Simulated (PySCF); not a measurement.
H₃N, charge +1, doublet, geometry from GFN2-xTB (a state made from the parent by changing its charge; the spin is typed, not shown lowest), with bond 2-1 at 2.2 times its length; PySCF with PBE0/cc-pVDZ.

The PySCF input:
```python
from pyscf import gto, scf, dft

mol = gto.M(
    atom='''
N     0.00000000   -0.00000000    0.00000000
H     0.03305661    2.26098752   -0.04278611
H     0.88265094   -0.52673581    0.01709961
H    -0.89767667   -0.50098579    0.00234863
''',
    basis='cc-pvdz',
    charge=1,
    spin=1,
    verbose=4,
)

mf = dft.UKS(mol)
mf.xc = 'pbe0'
mf.kernel()
mo_i, mo_e, stable_i, stable_e = mf.stability(internal=True, external=False, return_status=True, nroots=6, tol=1e-6)
print('internally stable:', stable_i, ' externally stable:', stable_e)
if not stable_i:
    umf = mf.copy()
    umf.scf_summary = {}
    umf.kernel(umf.make_rdm1(mo_i, mf.mo_occ))
```

What the program printed (banner, timings and long lists left out):

```
PySCF version 2.14.0

[INPUT] verbose = 4
[INPUT] num. atoms = 4
[INPUT] num. electrons = 9
[INPUT] charge = 1
[INPUT] spin (= nelec alpha-beta = 2S) = 1
[INPUT] symmetry False subgroup None
[INPUT] Mole.unit = angstrom
[INPUT] Symbol           X                Y                Z      unit          X                Y                Z       unit  Magmom
[...]
nuclear repulsion = 9.5047213658979
number of shells = 14
number of NR pGTOs = 47
number of NR cGTOs = 29
basis = cc-pvdz
ecp = {}

******** <class 'pyscf.dft.uks.UKS'> ********
method = UKS
initial guess = minao
damping factor = 0
level_shift factor = 0
DIIS = <class 'pyscf.scf.diis.CDIIS'>
diis_start_cycle = 1
diis_space = 8
diis_damp = 0
SCF conv_tol = 1e-09
SCF conv_tol_grad = None
SCF max_cycles = 50
direct_scf = True
direct_scf_tol = 1e-13
number electrons alpha = 5  beta = 4
XC library pyscf.dft.libxc version 7.1.2
    S. Lehtola, C. Steigemann, M. J. T. Oliveira, and M. A. L. Marques,  SoftwareX 7, 1–5 (2018)
XC functionals = pbe0
    C. Adamo and V. Barone,  J. Chem. Phys. 110, 6158 (1999)
    M. Ernzerhof and G. E. Scuseria,  J. Chem. Phys. 110, 5029 (1999)
radial grids:
    Treutler-Ahlrichs [JCP 102, 346 (1995); DOI:10.1063/1.469408] (M4) radial grids

becke partition: Becke, JCP 88, 2547 (1988); DOI:10.1063/1.454033
pruning grids: <function nwchem_prune>
grids dens level: 3
symmetrized grids: False
atomic radii adjust function: <function treutler_atomic_radii_adjust>
small_rho_cutoff = 0
Set gradient conv threshold to 3.16228e-05
tot grids = 43328
init E= -56.0823904403284

cycle= 1 E= -55.9126378183987  delta_E= 0.17  |g|= 0.111  |ddm|= 1.08
cycle= 2 E= -55.8931703908226  delta_E= 0.0195  |g|= 0.229  |ddm|= 0.456
cycle= 3 E= -55.937573767729  delta_E= -0.0444  |g|= 0.0298  |ddm|= 0.227
cycle= 4 E= -55.9397138939315  delta_E= -0.00214  |g|= 0.0182  |ddm|= 0.062
cycle= 5 E= -55.9423174047394  delta_E= -0.0026  |g|= 0.0232  |ddm|= 0.0721
cycle= 6 E= -55.9355695452626  delta_E= 0.00675  |g|= 0.0334  |ddm|= 0.186
cycle= 7 E= -55.9327652555095  delta_E= 0.0028  |g|= 0.0478  |ddm|= 0.186
cycle= 8 E= -55.9346814817328  delta_E= -0.00192  |g|= 0.0211  |ddm|= 0.0362
cycle= 9 E= -55.9351243767851  delta_E= -0.000443  |g|= 0.0077  |ddm|= 0.0427
cycle= 10 E= -55.9351693644977  delta_E= -4.5e-05  |g|= 0.00365  |ddm|= 0.00691
cycle= 11 E= -55.9351840005287  delta_E= -1.46e-05  |g|= 0.000287  |ddm|= 0.00588
cycle= 12 E= -55.9351839396259  delta_E= 6.09e-08  |g|= 3.98e-05  |ddm|= 0.00121
cycle= 13 E= -55.9351839126125  delta_E= 2.7e-08  |g|= 0.000134  |ddm|= 0.000427
cycle= 14 E= -55.9351839317782  delta_E= -1.92e-08  |g|= 9.7e-07  |ddm|= 0.00018
cycle= 15 E= -55.9351839317686  delta_E= 9.59e-12  |g|= 1.06e-07  |ddm|= 1.61e-05
Extra cycle  E= -55.9351839317686  delta_E= 7.11e-14  |g|= 2.41e-07  |ddm|= 5.05e-07
converged SCF energy = -55.9351839317686  <S^2> = 0.80085259  2S+1 = 2.050222
uhf_internal: lowest eigs of H = [-0.08452624  0.08427318  0.27896578  0.46838792  0.51607802  0.5890962 ]
<class 'pyscf.dft.uks.UKS'> wavefunction has an internal instability
internally stable: False  externally stable: None

******** <class 'pyscf.dft.uks.UKS'> ********
method = UKS
initial guess = minao
damping factor = 0
level_shift factor = 0
DIIS = <class 'pyscf.scf.diis.CDIIS'>
diis_start_cycle = 1
diis_space = 8
diis_damp = 0
SCF conv_tol = 1e-09
SCF conv_tol_grad = None
SCF max_cycles = 50
direct_scf = True
direct_scf_tol = 1e-13
number electrons alpha = 5  beta = 4
XC library pyscf.dft.libxc version 7.1.2
    S. Lehtola, C. Steigemann, M. J. T. Oliveira, and M. A. L. Marques,  SoftwareX 7, 1–5 (2018)
XC functionals = pbe0
    C. Adamo and V. Barone,  J. Chem. Phys. 110, 6158 (1999)
    M. Ernzerhof and G. E. Scuseria,  J. Chem. Phys. 110, 5029 (1999)
radial grids:
    Treutler-Ahlrichs [JCP 102, 346 (1995); DOI:10.1063/1.469408] (M4) radial grids

becke partition: Becke, JCP 88, 2547 (1988); DOI:10.1063/1.454033
pruning grids: <function nwchem_prune>
grids dens level: 3
symmetrized grids: False
atomic radii adjust function: <function treutler_atomic_radii_adjust>
small_rho_cutoff = 0
Set gradient conv threshold to 3.16228e-05
init E= -55.9168139405664
cycle= 1 E= -55.9145822704564  delta_E= 0.00223  |g|= 0.243  |ddm|= 0.44
cycle= 2 E= -55.8768525778287  delta_E= 0.0377  |g|= 0.349  |ddm|= 0.504
cycle= 3 E= -55.9509192145046  delta_E= -0.0741  |g|= 0.00325  |ddm|= 0.301
cycle= 4 E= -55.9509296144668  delta_E= -1.04e-05  |g|= 0.00261  |ddm|= 0.00864
cycle= 5 E= -55.9509345242334  delta_E= -4.91e-06  |g|= 0.000208  |ddm|= 0.00303
cycle= 6 E= -55.9509345781478  delta_E= -5.39e-08  |g|= 4.87e-05  |ddm|= 0.000387
cycle= 7 E= -55.950934580399  delta_E= -2.25e-09  |g|= 6.79e-06  |ddm|= 6.55e-05
cycle= 8 E= -55.9509345804522  delta_E= -5.32e-11  |g|= 2.47e-06  |ddm|= 1.16e-05
Extra cycle  E= -55.9509345804529  delta_E= -7.67e-13  |g|= 2.93e-06  |ddm|= 4.87e-06
converged SCF energy = -55.9509345804529  <S^2> = 1.1963134  2S+1 = 2.4052554
```
